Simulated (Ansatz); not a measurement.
Reaction (isomerisation): `[SiH3]CN[SiH2]Cl` → `N[SiH2]C[SiH2]Cl`

Calculated with Ansatz (gas phase, PBE0-D4/def2-TZVP geometries, no zero-point term in ΔE). CCSD(T)/CBS is the MP2 limit (def2-TZVPP, def2-QZVPP) plus CCSD(T) − MP2 in def2-TZVPP, frozen cores. Functionals use def2-TZVPP. B3LYP here is the variant with VWN-RPA as its local correlation; programs differ in this. Each species was taken in one conformer, which may not be the lowest.

`[SiH3]CN[SiH2]Cl`:

```xyz
13

Si    0.626    0.601   -2.015
C     0.674   -0.218   -0.316
N    -0.643   -0.210    0.307
Si   -0.884   -0.160    1.990
Cl   -0.292   -1.876    2.990
H     0.299    2.044   -1.881
H     1.934    0.446   -2.707
H    -0.435   -0.056   -2.828
H     1.366    0.353    0.314
H     1.101   -1.228   -0.390
H    -1.365   -0.625   -0.262
H    -0.051    0.924    2.555
H    -2.331    0.006    2.243
```

`N[SiH2]C[SiH2]Cl`:

Cartesian coordinates in Å:
```
N 0.684 1.586 1.798
Si -0.368 0.778 0.701
C 0.632 -0.363 -0.396
Si -0.353 -1.487 -1.495
Cl -1.686 -0.384 -2.619
H 1.222 1.066 2.473
H 0.403 2.475 2.178
H -1.037 1.842 -0.088
H -1.425 -0.058 1.349
H 1.242 -1.011 0.247
H 1.322 0.235 -0.998
H 0.508 -2.224 -2.452
H -1.145 -2.454 -0.697
```

```json
{"level": "PBE-D4", "ΔE (kJ/mol)": "-82.6", "difference from CCSD(T)/CBS": "7.7"}
{"level": "ωB97X-V", "ΔE (kJ/mol)": "-84.8", "difference from CCSD(T)/CBS": "5.5"}
{"level": "B2PLYP", "ΔE (kJ/mol)": "-84.5", "difference from CCSD(T)/CBS": "5.8"}
{"level": "PBE", "ΔE (kJ/mol)": "-81.5", "difference from CCSD(T)/CBS": "8.8"}
{"level": "r2SCAN", "ΔE (kJ/mol)": "-90.2", "difference from CCSD(T)/CBS": "0.1"}
{"level": "PBE0", "ΔE (kJ/mol)": "-86.0", "difference from CCSD(T)/CBS": "4.3"}
{"level": "B3LYP", "ΔE (kJ/mol)": "-79.9", "difference from CCSD(T)/CBS": "10.4"}
{"level": "HF/def2-TZVPP", "ΔE (kJ/mol)": "-81.8", "difference from CCSD(T)/CBS": "8.5"}
{"level": "CCSD(T)/def2-TZVPP", "ΔE (kJ/mol)": "-87.1", "difference from CCSD(T)/CBS": "3.2"}
{"level": "CCSD/CBS(def2)", "ΔE (kJ/mol)": "-90.2", "difference from CCSD(T)/CBS": "0.1"}
{"level": "CCSD(T)/CBS", "ΔE (kJ/mol)": "-90.3", "difference from CCSD(T)/CBS": "0"}
```

Largest T1 diagnostic among the species: 0.011.

From PBE to PBE0 (25 % exact exchange), in def2-TZVPP and without D4, ΔE moves by −4.5 kJ/mol. In def2-TZVPP, CCSD(T) changes the Hartree–Fock value by −5.4 kJ/mol (the triples alone add −0.1 kJ/mol) and MP2 by −11.0 kJ/mol.
